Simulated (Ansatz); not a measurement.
GaH4OSb, SMILES `[GaH2][O][SbH2]`. Charge 0, multiplicity 1. Sb takes the def2 core potential. All single points use the PBE0-D4/def2-TZVP geometry.

```xyz
7

Ga    0.024   -1.465   -0.207
O     0.403   -0.185    0.979
Sb   -0.007    1.726    0.976
H    -0.837   -1.042   -1.444
H     0.597   -2.868    0.157
H     1.097    2.163   -0.273
H    -1.279    1.672   -0.188
```

Problem. What is the dipole moment at r2SCAN/def2-TZVPP? (Estimate.)

Solution. Computed: 0.68 D, with components (-0.44, 0.31, -0.42) D in this frame, pointing from negative to positive charge.

Problem. And with PBE, B3LYP, ωB97M-V? (Best estimate.)

Solution. Computed: PBE 0.64 D, B3LYP 0.70 D, ωB97M-V 0.76 D.

Problem. Give the Mulliken charges with r2SCAN, PBE, B3LYP in def2-TZVPP. (Best estimate.)

Solution. Ansatz gave: 
```
atom  r2SCAN    PBE  B3LYP
 Ga1    0.39   0.29   0.36
  O2   -0.61  -0.52  -0.60
 Sb3    0.60   0.53   0.61
  H4   -0.07  -0.04  -0.06
  H5   -0.05  -0.03  -0.04
  H6   -0.13  -0.11  -0.13
  H7   -0.13  -0.11  -0.13
```

B3LYP here is the variant with VWN-RPA as its local correlation; programs differ in this.
